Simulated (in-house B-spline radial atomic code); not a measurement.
OLYP excitations of Cd2+

Method: OLYP. Computed with an all-electron radial atomic-structure program (B-spline basis): linear response of the closed shell [Kr] 4d10 with the functional's adiabatic kernel; non-relativistic, point nucleus, no spin-orbit coupling, no double excitations, S, P, D and F terms only; shells from n = 2 respond. Only terms of natural parity with L up to 3 were computed.

Without relativity these are model numbers for so heavy an element.

Command:
```bash
python run_td.py task.json out
```
Settings (radii: box in bohr, nucleus in fm):
```
Z                        48
electrons                46
configuration            [Kr] 4d10
hamiltonian              nr
method                   optx,lyp
box_radius               29.48
intervals                57
```

Time taken, with all properties: 3.6 s on 1 thread of Arm Neoverse N1, with other jobs on the host.

The lowest states, in the order of their Tamm-Dancoff energies; the method's threshold (minus the highest occupied level) is 30.94 eV. Labels give the largest channel, * marks a mixed state, and oscillator strengths are full-response dipole values. Semilocal kernels can invert the small singlet-triplet splittings of Rydberg terms. Energies in eV:

```json
{"state": "4d → 5s 3D", "full response": "?", "Tamm-Dancoff": "?", "oscillator strength": "-"}
{"state": "4d → 5s 1D", "full response": "10.886", "Tamm-Dancoff": "10.900", "oscillator strength": "-"}
{"state": "4d → 5p 3P", "full response": "15.980", "Tamm-Dancoff": "16.015", "oscillator strength": "-"}
{"state": "4d → 5p 3F", "full response": "16.008", "Tamm-Dancoff": "16.031", "oscillator strength": "-"}
{"state": "4d → 5p 1F", "full response": "16.301", "Tamm-Dancoff": "16.307", "oscillator strength": "-"}
{"state": "4d → 5p 1P", "full response": "?", "Tamm-Dancoff": "?", "oscillator strength": "?"}
{"state": "4d → 5d 3D*", "full response": "23.157", "Tamm-Dancoff": "23.164", "oscillator strength": "-"}
{"state": "4d → 5d 3S", "full response": "23.158", "Tamm-Dancoff": "23.174", "oscillator strength": "-"}
{"state": "4d → 6s 3D*", "full response": "23.246", "Tamm-Dancoff": "23.250", "oscillator strength": "-"}
```

(1) Where does 4d → 5p 1P lie?

(2) Where does 4d → 5s 3D lie?

(3) How large is the singlet-triplet splitting of 4d → 5s (D terms) in Tamm-Dancoff?

(4) What polarisabilities and dispersion coefficient does the method give?

Results:

(1) At 16.988 eV in full response, 17.054 eV in Tamm-Dancoff, oscillator strength 0.619.

(2) At 10.287 eV in full response, 10.319 eV in Tamm-Dancoff.

(3) 0.58 eV, from the unrounded values.

(4) Dipole 5.221 bohr³, quadrupole 19.64 bohr⁵, C6 26.06 hartree·bohr⁶ for two such species.
